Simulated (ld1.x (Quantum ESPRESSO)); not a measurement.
# Mg (Z = 12): what ld1.x (Quantum ESPRESSO) 7.5 does with a changed input

Command:

```bash
ld1.x < Mg.in > Mg.out
```

Input:

```
&input
   title='Mg', zed=12., rel=1, dft='PZ', iswitch=3,
   config='[Ne] 3s1 3p1',
   nld=2, rlderiv=3.85, eminld=-2.0, emaxld=5.0, deld=0.02
 /
 &inputp
   pseudotype=2, tm=.false., rho0=0.001, lloc=0,
   nlcc=.true., new_core_ps=.true., rcore=2.65,
   file_pseudopw='Mg.UPF', file_wfcaegen='ae.wfc', file_wfcncgen='nc.wfc', file_beta='beta', file_chi='chi'
 /
2
3P  2  1   1.00   0.00  3.55  3.55  0.0
3S  1  0   1.00   0.00  2.55  2.55  0.0
 &test
   configts(1)='3s1 3p1'
 /
```

This is an input that runs to its end, with one change: rel changed from 0 to 1.

Task: How does the run end?

Result: The program runs through. The occupied levels of the test differ from the all-electron ones by at most 0.00000 Ry (unchanged input: 0.00000 Ry).

```

     Etot =    -398.648189 Ry,    -199.324095 Ha,   -5423.884925 eV
     Etotps =    -1.539646 Ry,      -0.769823 Ha,     -20.947950 eV

     Ekin =       0.577655 Ry,       0.288827 Ha,       7.859390 eV
     Encl =      -2.408388 Ry,      -1.204194 Ha,     -32.767781 eV
     Ehrt =       1.001744 Ry,       0.500872 Ha,      13.629415 eV
     Ecxc =      -0.703738 Ry,      -0.351869 Ha,      -9.574837 eV
     (Ecc =      -0.104069 Ry,      -0.052034 Ha,      -1.415928 eV)
     Epseu=      -0.006919 Ry,      -0.003459 Ha,      -0.094137 eV

     ---------------------- End of pseudopotential test ----------------------
```
